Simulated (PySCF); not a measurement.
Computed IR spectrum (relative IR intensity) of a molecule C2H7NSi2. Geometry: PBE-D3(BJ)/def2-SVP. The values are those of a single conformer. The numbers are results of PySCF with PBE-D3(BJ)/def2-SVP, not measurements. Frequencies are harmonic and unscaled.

ν (cm⁻¹): 168 (vw), 339 (w), 450 (vw), 477 (vw), 650 (vw), 744 (s), 792 (vs), 844 (w), 888 (w), 899 (w), 905 (m), 1110 (vw), 1124 (w), 1356 (w), 2152 (m), 2157 (m), 2167 (w), 2173 (m), 2184 (m), 2285 (w) (against the strongest line: vs over 80 %, s over 45 %, m over 15 %, w over 4 %, vw less)

Task: Identify the compound among the candidates.
(A) N#CC([SiH3])[SiH3]
(B) C#C[Si@@H](N)[SiH3]
(C) N#CC[SiH2][SiH3]
(D) N[SiH2]C#C[SiH3]

Result: C, N#CC[SiH2][SiH3]
